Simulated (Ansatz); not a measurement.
## Ligand exchange: GeH(CH3)2Br + InH3 → GeH2(CH3)2 + InH2Br

Species: GeH(CH3)2Br, singlet; InH3 `[InH3]`, singlet; GeH2(CH3)2, singlet; InH2Br `[Br][InH2]`, singlet. The partners trade Br for H: Ge–Br and In–H bonds give way to Ge–H and In–Br.

Shapes, held fixed at every level: PBE0-D4/def2-TZVP. Programs: Ansatz 0.2.0. Electronic energies: no zero-point or thermal term.

```json
{"level": "HF/def2-TZVPP", "kind": "Hartree–Fock", "ΔE (kJ/mol)": "-58.4", "less CCSD(T)/def2-TZVPP": "-7.7", "CPU time (sum over the molecules)": "–"}
{"level": "PBE-D4/def2-TZVPP", "kind": "GGA", "ΔE (kJ/mol)": "-50.4", "less CCSD(T)/def2-TZVPP": "+0.3", "CPU time (sum over the molecules)": "24 s"}
{"level": "r2SCAN-D4/def2-TZVPP", "kind": "meta-GGA", "ΔE (kJ/mol)": "-53.5", "less CCSD(T)/def2-TZVPP": "-2.8", "CPU time (sum over the molecules)": "48 s"}
{"level": "B3LYP-D4/def2-TZVPP", "kind": "global hybrid", "ΔE (kJ/mol)": "-51.4", "less CCSD(T)/def2-TZVPP": "-0.7", "CPU time (sum over the molecules)": "50 s"}
{"level": "wB97M-V/def2-TZVPP", "kind": "range-separated hybrid", "ΔE (kJ/mol)": "-49.0", "less CCSD(T)/def2-TZVPP": "+1.7", "CPU time (sum over the molecules)": "1.8 min"}
{"level": "wB97X-V/def2-TZVPP", "kind": "range-separated hybrid", "ΔE (kJ/mol)": "-50.2", "less CCSD(T)/def2-TZVPP": "+0.5", "CPU time (sum over the molecules)": "78 s"}
{"level": "B2PLYP/def2-TZVPP", "kind": "double hybrid", "ΔE (kJ/mol)": "-55.2", "less CCSD(T)/def2-TZVPP": "-4.5", "CPU time (sum over the molecules)": "55 s"}
{"level": "CCSD(T)/def2-TZVPP", "kind": "coupled cluster or CI", "ΔE (kJ/mol)": "-50.7", "less CCSD(T)/def2-TZVPP": "0.0", "CPU time (sum over the molecules)": "76 s"}
```

The highest level, CCSD(T)/def2-TZVPP, gives ΔE = -50.7 kJ/mol; the levels span -58.4 to -49.0. The column of differences is taken from that level and isn't an error. No measured value is set beside it here. For atoms past krypton def2 sets carry core potentials with scalar relativity. Relativity is left out for Br, Ge unless named. Correlated rows may include outer-core shells of Br, Ge, In, which these sets cover unevenly. Times are processor times on shared x86 and Arm servers, and rough.
